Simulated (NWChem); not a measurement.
# C$_{2}$H$_{4}$BNO$_{2}$; SMILES C1N=CB(O1)O

```xyz
10

O      0.1645    -2.1298     0.0000
B      0.0797    -0.7759     0.0000
C      1.2236     0.3021     0.0000
N      0.6991     1.4802     0.0000
C     -0.7423     1.3280     0.0000
O     -1.0950    -0.0625     0.0000
H     -0.7117    -2.5452     0.0000
H      2.3097     0.2117     0.0000
H     -1.1665     1.8052    -0.8912
H     -1.1665     1.8052     0.8912
```
Atoms are numbered in this order, from 1.

All runs: NWChem. Medium grid unless said otherwise, to which SCAN and Minnesota functionals are sensitive. The geometry was optimised at B3LYP/6-31G* (spherical d). B3LYP is NWChem's, with the RPA form of VWN correlation. Total energies of different functionals are on different scales.

```json
[
 {"level": "PBE/def2-TZVP", "energy (Ha)": "-308.5190", "highest occupied level (eV)": "-6.30", "orbital gap (eV)": "4.06", "dipole (D)": "1.57"},
 {"level": "B3LYP/def2-TZVP", "energy (Ha)": "-308.8841", "highest occupied level (eV)": "-7.63", "orbital gap (eV)": "6.15", "dipole (D)": "1.49"},
 {"level": "LDA (Slater exchange, VWN5)/def2-TZVP", "energy (Ha)": "-306.3920", "highest occupied level (eV)": "-6.42", "orbital gap (eV)": "3.95", "dipole (D)": "1.62"},
 {"level": "r2SCAN/def2-TZVP", "energy (Ha)": "-308.7137", "highest occupied level (eV)": "-6.63", "orbital gap (eV)": "4.55", "dipole (D)": "1.55"},
 {"level": "PW6B95/def2-TZVP", "energy (Ha)": "-309.2501", "highest occupied level (eV)": "-8.00", "orbital gap (eV)": "6.84", "dipole (D)": "1.48"},
 {"level": "BLYP/def2-TZVP", "energy (Ha)": "-308.7996", "highest occupied level (eV)": "-6.21", "orbital gap (eV)": "4.09", "dipole (D)": "1.54"}
]
```
